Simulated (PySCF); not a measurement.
## Sm⁵⁶⁺ (samarium, charge +56): Hartree-Fock from Schrödinger to Dirac-Coulomb-Breit

Occupied: 1s1/2, 2s1/2, 2p1/2. Hartree-Fock calculated with PySCF 2.14 in an even-tempered Gaussian basis (16 s from 12 bohr⁻², ratio 2.7; 13 p from 14 bohr⁻², ratio 2.7), Gaussian nucleus throughout. NR is non-relativistic, sf-X2C the spin-free one-electron X2C Hamiltonian, X2C adds the bare one-electron spin-orbit term, X2C-SNSO screens it by Boettger's factors, DC is four-component Dirac-Coulomb, and the Gaunt and Breit terms are added at first order (total energies over the DC spinors, levels after relaxing the spinors in that mean field). QED terms are absent. Levels marked empty are virtual spinors of this ion.

```json
{"level (eV)": "1s1/2", "X2C": "-52536.8", "X2C-SNSO": "-52538.2"}
{"level (eV)": "2s1/2", "X2C": "-12484.4", "X2C-SNSO": "-12484.8"}
{"level (eV)": "2p1/2", "X2C": "-12297.8", "X2C-SNSO": "-12280.7"}
{"level (eV)": "2p3/2 (empty)", "X2C": "-11336.9", "X2C-SNSO": "-11343.5"}
{"level (eV)": "3s1/2 (empty)", "X2C": "-5208.6", "X2C-SNSO": "-5208.7"}
```

Task: Where do the four-component calculations put these levels?

Result: 1s1/2: DC -52575.2, DC+Gaunt -52458.0, DC+Breit -52461.8; 2s1/2: DC -12489.7, DC+Gaunt -12477.8, DC+Breit -12478.9; 2p1/2: DC -12285.2, DC+Gaunt -12260.6, DC+Breit -12263.5; 2p3/2 (empty): DC -11344.3, DC+Gaunt -11332.3, DC+Breit -11335.1; 3s1/2 (empty): DC -5210.0, DC+Gaunt -5206.6, DC+Breit -5207.1 (eV).

| Hamiltonian | E (hartree) | E − E(DC) (hartree) | CPU seconds |
| --- | --- | --- | --- |
| X2C | -5901.0498 | 1.1332 | 0.26 |
| X2C-SNSO | -5899.7754 | 2.4076 | 0.26 |
| DC | -5902.1830 | 0.0000 | 11 |
| DC+Gaunt | -5896.3512 | 5.8318 | 22 |
| DC+Breit | -5896.6530 | 5.5301 | 64 |

Weight of the small component: 1s1/2 0.0534, 2s1/2 0.0126, 2p1/2 0.0126, 2p3/2 0.0117, 3s1/2 0.00524.

Koopmans' value for the highest occupied level at DC+Breit: 12263.5 eV, against an ionisation energy of 12264 ± 5 eV (theoretical estimate listed by NIST; NIST Atomic Spectra Database, ionization energies); the former lacks relaxation, correlation, QED and recoil.

The whole ladder took 100 s of wall time on 1 thread of Neoverse-N1 (shared host), launched as `OMP_NUM_THREADS=1 python relrun2.py TASK.json OUT` (a driver that calls PySCF for each Hamiltonian).
